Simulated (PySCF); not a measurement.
**SiF₄ + Br₂ → SiBr₂ + 2 F₂**

Level: PBE0 in the def2-SVP basis family, all electrons, no relativity, computed in PySCF with density fitting; open shells unrestricted.

| species | state and structure | E (Eh) | ZPE (kJ/mol) | H(298 K) − H(0) (kJ/mol) | S° (J/(mol K)) |
| --- | --- | --- | --- | --- | --- |
| SiF₄ | singlet, Td, Si–F 1.586 Å (×4) | -688.20308 | 33.4 | 15.5 | 284.1 |
| Br₂ | singlet, D∞h, Br–Br 2.298 Å | -5147.07788 | 1.9 | 9.7 | 245.2 |
| SiBr₂ | singlet, C2v, Si–Br 2.256 Å (×2); Br–Si–Br 102.1° | -5436.43219 | 5.7 | 13.3 | 304.9 |
| F₂ | singlet, D∞h, F–F 1.376 Å | -199.15566 | 6.5 | 8.7 | 201.9 |

Q: What is the electronic reaction energy?

A: At PBE0/def2-SVP, ΔE = 1411.1 kJ/mol from the differences of the total energies times 2625.5, uphill. 

Q: Add zero-point, thermal and entropy terms for 298.15 K and 1 bar.

A: ΔZPE = -16.6 and Δ[H(298) − H(0)] = 5.5 kJ/mol give ΔH° = 1400.0 kJ/mol. ΔS° = 179.4 J/(mol K), so ΔG° = 1400.0 − 298.15 × (0.1794) = 1347 kJ/mol.

The structures come from searches over a few start shapes, so lower isomers are not excluded.
